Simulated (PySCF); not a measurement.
NICS in isomers of C8H8.

NICS is the negative of the GIAO shielding at a point without a nucleus: at the ring centre (0) and 1 Å above and below it (1); zz is the component along the ring normal. Level: GIAO PBE0/pcSseg-1 (PySCF, non-relativistic, gas phase) on the GFN2-xTB geometries, one conformer each. Atom numbers follow the mapped SMILES.

Question: Order these rings by mean NICS(1)zz, lowest (most negative) first (ppm).
A. ring C1–C2–C3–C4–C5–C6 in `[cH:1]1[cH:2][cH:3][c:4]2[c:5]([cH:6]1)[CH2:7][CH2:8]2`
B. ring C4–C5–C6 in `[CH:1]#[C:2]/[CH:3]=[C:4]1[CH:5]=[C:6]\1[CH2:7][CH3:8]`
C. ring C3–C4–C5–C6–C7–C8 in `[CH2:1]=[CH:2][c:3]1[cH:4][cH:5][cH:6][cH:7][cH:8]1`

Answer: A (-28.5), C (-27.1), B (-13.6).

```
         SMILES                                                    ring  NICS(0)  NICS(1)  NICS(1)zz  HOMA  rms pucker (Å)  ring atoms with four or more neighbours
 c1ccc2c(c1)CC2        6-membered carbocycle; formal bonds all aromatic     -9.0    -11.3      -28.5  0.97            0.00                                        0
    C=Cc1ccccc1        6-membered carbocycle; formal bonds all aromatic     -7.8    -10.8      -27.1  0.99            0.00                                        0
C#C/C=C1C=C\1CC  3-membered carbocycle; formal bonds 1 double, 2 single    -24.3     -9.2      -13.6  0.10            0.00                                        0
```

NICS(0) gives another order. The isotropic NICS(1) gives the same order. HOMA uses Krygowski's 1993 parameters. NICS(1) and NICS(1)zz are means over the two faces.
